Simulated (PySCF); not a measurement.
B(CCH)(Cl)(OMe) (C₃H₄BClO), SMILES C#CB(Cl)OC. Coordinates come from a PBE0-D3(BJ)/def2-SVP optimisation. This is a generated structure with no PubChem entry under its InChIKey; it may be hypothetical. Other conformers were not sampled.

Computed equilibrium geometry at PBE0-D3(BJ)/def2-SVP (PySCF confirms it by a frequency run) as Cartesian coordinates in Å, and its point group (one conformer of several):
point group Cs.
```xyz
10

B     -0.1325    -0.1690     0.0000
C     -0.4114    -1.6718     0.0000
C     -0.6083    -2.8717     0.0000
H     -0.7851    -3.9325     0.0000
Cl     1.5569     0.3821     0.0000
O     -1.1535     0.6932     0.0000
C     -1.0758     2.0977     0.0000
H     -1.5922     2.4802    -0.8927
H     -1.5922     2.4802     0.8927
H     -0.0344     2.4513     0.0000
```
Charge 0, spin multiplicity 1.
